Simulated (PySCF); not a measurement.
## Which functional comes closest?

Molecule: SMILES C1=CC(C=C)=CC=C1, C₈H₈.

Geometry:
| atom | x (Å) | y (Å) | z (Å) |
| --- | --- | --- | --- |
| C1 | -2.802 | -0.765 | -0.357 |
| C2 | -1.937 | 0.250 | -0.234 |
| C3 | -0.477 | 0.163 | -0.107 |
| C4 | 0.220 | -1.057 | -0.109 |
| C5 | 1.604 | -1.089 | 0.015 |
| C6 | 2.328 | 0.098 | 0.144 |
| C7 | 1.653 | 1.317 | 0.148 |
| C8 | 0.267 | 1.346 | 0.023 |
| H9 | -3.874 | -0.576 | -0.444 |
| H10 | -2.484 | -1.811 | -0.376 |
| H11 | -2.336 | 1.270 | -0.222 |
| H12 | -0.329 | -1.996 | -0.209 |
| H13 | 2.126 | -2.049 | 0.011 |
| H14 | 3.416 | 0.070 | 0.242 |
| H15 | 2.209 | 2.252 | 0.248 |
| H16 | -0.259 | 2.305 | 0.026 |

Geometry PBE0-D3(BJ)/def2-SVP throughout; GIAO in PySCF 2.14.0 with density-fitted response routines, gas phase, one conformer, non-relativistic; equivalent atoms averaged; basis pcSseg-1.

Reference values (estimated from measurements, as parent shift plus tabulated substituent increments; solution, not stated per compound (mostly CDCl3 or CCl4); Pretsch, Buehlmann, Badertscher, Structure Determination of Organic Compounds, 4th ed. (2009)): δ(C4/C8) = 126.2 ppm, δ(C5/C7) = 128.4 ppm, δ(C6) = 127.7 ppm, δ(H12/H16) = 7.42 ppm, δ(H13/H15) = 7.32 ppm, δ(H14) = 7.25 ppm, δ(C2) = 135.8 ppm, δ(C1) = 112.3 ppm. Computed shifts are taken against TMS, calculated as an isolated molecule at each level.

Question: How do the functionals LDA, PBE, OPBE, KT2, B97-D, B3LYP, PBE0, wB97X-D perform against the reference? Times are CPU seconds on 1 thread of an x86-64 server CPU, shared host; the GGAs took longer than the global hybrids here, which isn't the general rule, and the cause wasn't traced.

Answer: 
```tsv
functional	kind	C4/C8	C5/C7	C6	H12/H16	H13/H15	H14	C2	C1	mean abs. error C	mean abs. error H	core-s
LDA	LDA	134.6	137.3	137.0	7.50	7.43	7.31	150.6	122.1	10.2	0.08	23
PBE	GGA	129.2	131.7	131.5	7.40	7.31	7.20	143.9	116.3	4.4	0.03	30
OPBE	GGA	123.9	126.1	125.9	7.48	7.40	7.29	137.2	112.5	1.6	0.06	33
KT2	GGA	120.8	123.5	123.3	7.19	7.10	6.99	135.1	108.3	3.9	0.24	22
B97-D	GGA	125.2	127.6	127.2	7.29	7.19	7.08	139.0	112.1	1.1	0.14	32
B3LYP	global hybrid	132.1	134.5	134.2	7.40	7.28	7.18	145.7	117.7	6.8	0.04	21
PBE0	global hybrid	131.7	134.0	133.8	7.54	7.43	7.32	144.9	118.8	6.6	0.10	17
wB97X-D	range-separated hybrid	132.8	135.1	134.9	7.57	7.44	7.34	145.5	119.9	7.6	0.12	27
```

For ¹³C the closest is B97-D (1.1 ppm) and the furthest LDA (10.2 ppm).

For ¹H the closest is PBE (0.03 ppm, with B3LYP practically level) and the furthest KT2 (0.24 ppm). One molecule is a small sample, and vibrational and solvent effects are absent from the calculation.
